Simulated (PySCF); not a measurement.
Compound: C6H9O2 (doublet state).
Cartesian coordinates in Å at the GFN2-xTB level; atoms count from 1:
```xyz
17
C6H9O2 angstrom
C     -0.808    1.420   -0.388
C     -0.459    0.128    0.175
C      1.020   -0.044    0.529
C      1.896    0.033   -0.716
C     -1.161   -1.100   -0.445
O     -1.962   -1.272    0.741
C     -1.393   -0.235    1.378
O     -1.591    0.216    2.457
H     -0.346    2.306    0.002
H     -1.685    1.531   -0.997
H      1.164   -1.004    1.029
H      1.296    0.745    1.231
H      1.765    0.994   -1.208
H      1.634   -0.751   -1.423
H      2.942   -0.081   -0.446
H     -1.789   -0.903   -1.314
H     -0.531   -1.973   -0.616
```

The hyperfine couplings belong to this conformer and change with its torsions.

Identity: `[CH2][C@]1(CC)COC1=O` [radical].

Method: UKS B3LYP, pcH-1 on C H O, non-relativistic, mean-field spin-orbit, GIAO (PySCF 2.14.0). Geometry: GFN2-xTB, one conformer, isolated molecule. Couplings are sensitive to structure, and on GFN2-xTB geometries they can be far from those on DFT ones. No stability test was run, so a lower SCF solution isn't excluded.

Largest spin populations (Mulliken): C1 (+1.03), C2 (-0.09) and C7 (+0.06). No atom but C1 exceeds +0.15. The positive populations add up to 1.18 and the negative ones to -0.18, together 2S = 1. The angles at C1 add up to 358.1°, so it is nearly planar; its axial dipolar tensor and the negative couplings of its protons fit spin in a p orbital normal to that plane.

Problem. Find Q in a(H) = Q·ρ(C) for the protons on the planar carbons that carry spin.

Solution. 
```csv
H,C,ρ(C),a(H) (G),a/ρ (G)
H9,C1,+1.034,-20.67,-20.0
H10,C1,+1.034,-20.48,-19.8
```

These protons share one ρ (within 0.01), so their mean ratio, Q = -19.9 G, is no test of linearity.

Couplings in gauss use g_iso = 2.0027.

The run took 91 s (with the writing of density and orbital grids) on an Arm Neoverse V2 with one thread, shared host, and the process peaked at 0.97 GiB of memory.
